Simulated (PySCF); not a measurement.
Ge(H)(OH)2(NH2) (GeH5NO2), SMILES [NH2][GeH]([OH])[OH]. Coordinates come from a PBE-D3(BJ)/def2-SVP optimisation. This is a generated structure with no PubChem entry under its InChIKey; it may be hypothetical. Other conformers were not sampled.

Computed equilibrium geometry at PBE-D3(BJ)/def2-SVP (PySCF confirms it by a frequency run) as Cartesian coordinates in Å (one conformer of several):
```xyz
9

Ge     0.0495     0.0431     0.2778
N     -1.3342    -1.0971    -0.1164
O     -0.4131     1.5259    -0.6289
O      1.5919    -0.6122    -0.3659
H      0.3560     0.3061     1.7731
H     -1.6865    -1.6423     0.6772
H     -2.1192    -0.5979    -0.5507
H      0.3813     2.0498    -0.8425
H      1.3935    -1.1244    -1.1737
```
